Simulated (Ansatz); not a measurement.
A run for Ansatz (an electronic-structure program): R-CCSD(T)/def2-SVPD on C2H3IO (a complex), monomers drawn apart or pushed together. Elements past Kr take the def2 small-core potentials; no spin–orbit coupling. The run froze 12 orbitals, filled d shells among them.

Ansatz 0.2 input:
```yaml
crystal:
  periodic: [false, false, false]
  atoms:
    - {symbol: C, position_ang: [-0.23151166, -0.46760853, 0.23182980]}
    - {symbol: O, position_ang: [0.37073125, 0.18341140, -0.45984874]}
    - {symbol: C, position_ang: [-0.70022025, -1.69370149, 4.74551844]}
    - {symbol: I, position_ang: [0.93001241, -0.29028344, 4.88871117]}
    - {symbol: H, position_ang: [-0.33908532, -2.64661525, 5.11442771]}
    - {symbol: H, position_ang: [-1.50929681, -1.31205760, 5.35735185]}
    - {symbol: H, position_ang: [-0.97791124, -1.74674241, 3.69926096]}
basis:
  gaussian:
    orbitals: def2-SVPD
magnetization: {spin_polarized: false}
correlation: {method: ccsd_t, electrons: outside_noble_gas}
scf: {lower_state_search: off}
```

It printed:

```
WARN ansatz: RAYON_NUM_THREADS=2 ignored (pool sized by the plan → 2); use --threads N
Functional definition: HF
these checks for a lower state are left out or cut short: stability, starts, cluster_reference, orbital_swaps, neighbouring_geometries, increment
integrals: 0.24 GiB planned
1306 factors; integrals over basis functions are off by at most 1.1e-3 eV
mean field: 0.51 GiB planned
mean field evaluation 1: about -12212.6339 eV, gradient 2.9e1 eV
mean field evaluation 2: about -12213.0093 eV, gradient 2.9e1 eV
mean field evaluation 4: about -12214.8347 eV, gradient 3.2e0 eV
mean field evaluation 8: about -12214.8732 eV, gradient 1.1e-1 eV
mean field -12214.87331574 eV, -448.8883148149 hartree, gradient 3.8e-6 eV, S^2 0.000000; 0 other end points of the search recorded, 0 dependent functions left out
12 core orbitals not correlated
reference -12214.87331574 eV, -448.8883148149 hartree; 12, 12 occupied and 98, 98 virtual orbitals, 1306 factors
second order -15.21213692 eV of doubles, -0.00000000 eV of singles
coupled cluster: 0.61 GiB planned
cycle   1  -15.52667917 eV  change   -3.1e-1 eV  update   1.1e-1
cycle   2  -16.01954151 eV  change   -4.9e-1 eV  update   3.5e-2
cycle   3  -16.15502540 eV  change   -1.4e-1 eV  update   1.8e-2
cycle   4  -16.14957660 eV  change    5.4e-3 eV  update   3.4e-3
cycle   5  -16.15069649 eV  change   -1.1e-3 eV  update   1.1e-3
cycle   6  -16.15090586 eV  change   -2.1e-4 eV  update   2.8e-4
cycle   7  -16.15081808 eV  change    8.8e-5 eV  update   7.8e-5
cycle   8  -16.15084471 eV  change   -2.7e-5 eV  update   2.5e-5
perturbative correction -0.57415121 eV, -0.0210996679 hartree
Total energy: -12231.59831166 eV, -449.5029470786 hartree
Checks for a lower state left out: stability, starts, cluster_reference, orbital_swaps, neighbouring_geometries, increment
```

The run converged.

Cost: very roughly 19 core-seconds.
